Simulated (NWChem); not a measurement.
System: BeSiH4S; SMILES [SiH3][Be][SH]

Here is an NWChem input.

```
start job
memory heap 200 mb stack 900 mb global 1100 mb
geometry units angstroms noautoz
  Be    -0.066313     0.164696     0.003918
  S     -0.111656     2.079177    -0.003072
  H      1.240937     2.157546    -0.005176
  Si    -0.009631    -2.011214     0.002733
  H     -0.970244    -2.595768    -0.989137
  H     -0.351376    -2.592693     1.341459
  H      1.353354    -2.523695    -0.359589
end
basis spherical
  Be library 6-31g*
  S library 6-31g*
  H library 6-31g*
  Si library 6-31g*
end
dft
  xc b3lyp
  iterations 150
end
tddft
  nroots 8
end
task tddft energy
```

Geometry: optimised at PBE0/def2-SVP.

Vertical excitations in the gas phase.

Give the results of this calculation. (B3LYP/6-31G* (spherical d), full TDDFT.) Quantities: lowest excitation, singlet (eV); oscillator strength of that lowest state; lowest state with f > 0.02, singlet (eV); oscillator strength of that bright state; lowest triplet (eV); orbital gap (eV).


```yaml
lowest excitation, singlet (eV): 4.87
oscillator_strength_of_that_lowest_state: 0.000
lowest state with f > 0.02, singlet (eV): 5.34
oscillator_strength_of_that_bright_state: 0.032
lowest triplet (eV): 4.33
orbital gap (eV): 6.05
```
